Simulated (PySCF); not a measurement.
# A thermochemical cycle for GeAs

r²SCAN in PySCF with def2-TZVPPD on every atom, for the lowest determinant that a PBE0 search found; no spin–orbit coupling. GeAs, a doublet (π ↑), has De = 3.22 eV to neutral atoms, and GeAs⁺, a triplet (π ↑↑), has De = 2.89 eV to Ge⁺ + As.

The adiabatic ionisation energy of GeAs, between the minima, is 8.41 eV.

**Question.** Which ionisation energy of the Ge atom does this level give?

**Answer.** IE(Ge) = IE(molecule) + De(ion) − De(neutral) = 8.41 + 2.89 − 3.22 = 8.08 eV; the measured value is 7.899 eV (NIST ASD).

Spin–orbit coupling is left out. For an ion De counts to the pair picked by the measured ionisation energies or electron affinities, which need not be the lowest pair at this level. States were picked by a PBE0 search and need not be the measured ground states.
